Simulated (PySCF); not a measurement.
**Orbital energies and ionisation energy**

Compound: C₃H₁₁AsGe.
Z-matrix (Å and degrees, PBE0-D3(BJ)/def2-SVP geometry), rows numbered from 1:
```
C 
C   1  1.5214
C   2  1.5216  1  112.22
As  2  2.0049  1  109.41  3   121.48
Ge  4  2.4251  2   96.53  1    74.21
H   1  1.1027  2  110.61  3    57.42
H   1  1.1015  2  112.27  3   177.30
H   1  1.1025  2  111.33  3   -61.96
H   2  1.1017  1  109.26  3  -121.33
H   3  1.1033  2  110.47  1   -58.98
H   3  1.1007  2  111.99  1  -178.86
H   3  1.1023  2  111.37  1    60.36
H   4  1.5280  2   95.32  1   166.47
H   5  1.5400  4  110.01  2   147.99
H   5  1.5409  4  110.06  2   -92.71
H   5  1.5440  4  110.90  2    27.14
```

Level: PBE0/def2-SVPD (PySCF). Frontier orbitals with their largest atomic shares (Löwdin; up to four atoms above 4 %):

| orbital | ε (eV) | main atoms |
| --- | --- | --- |
| HOMO−3 | -9.48 | Ge5 29 %, H16 23 %, C2 10 %, H14 6 % |
| HOMO−2 | -8.93 | As4 26 %, H13 20 %, Ge5 17 %, H15 12 % |
| HOMO−1 | -8.07 | As4 30 %, Ge5 19 %, C2 18 %, C3 10 % |
| HOMO | -6.94 | ? |
| LUMO | -0.14 | As4 32 %, Ge5 26 %, H16 11 %, H15 7 % |
| LUMO+1 | 0.05 | As4 27 %, Ge5 21 %, H13 12 %, H14 7 % |
| LUMO+2 | 0.52 | Ge5 34 %, As4 23 %, C2 10 %, H14 8 % |

Task: What vertical ionisation energy does ΔSCF give, and how far is −ε(HOMO) from it?

Result: ΔSCF: 8.79 eV (848 kJ/mol; threshold wavelength 141 nm); ⟨S²⟩ of the doublet left behind is 0.753, against 0.75 for a pure doublet. −ε(HOMO) is 6.94 eV, 1.85 eV below it. For the exact functional −ε(HOMO) would equal the first vertical ionisation energy; PBE0 (global hybrid, 25 % exact exchange) falls short of its own ΔSCF value by 21 %.

Task: On which atoms does the HOMO lie?

Result: As4 (arsenic bonded to C, Ge and H) 59 %, Ge5 (germanium bonded to As and 3 H) 12 %, C2 (sp3 CH carbon) 12 %, H13 (hydrogen on arsenic) 5 %, so more than half of it is on one atom. The HOMO−1 lies 1.13 eV lower.

Task: Shift the occupied levels rigidly so that −ε(HOMO) equals the ΔSCF value. What binding energies result?

Result: The shift is +1.85 eV: HOMO 8.79, HOMO−1 9.92, HOMO−2 10.78, HOMO−3 11.33 eV. A rigid shift is only a rough guide to the deeper ionisations.

Task: What total energies stand behind the ΔSCF value?

Result: E(N) = -4432.52240 Eh and E(N − 1) = -4432.19949 Eh at the same geometry, 0.32291 Eh apart.

The structure is a single PBE0-D3(BJ)/def2-SVP conformer in the gas phase; no vibrational or solvent corrections. The calculation is non-relativistic, for germanium and arsenic too.
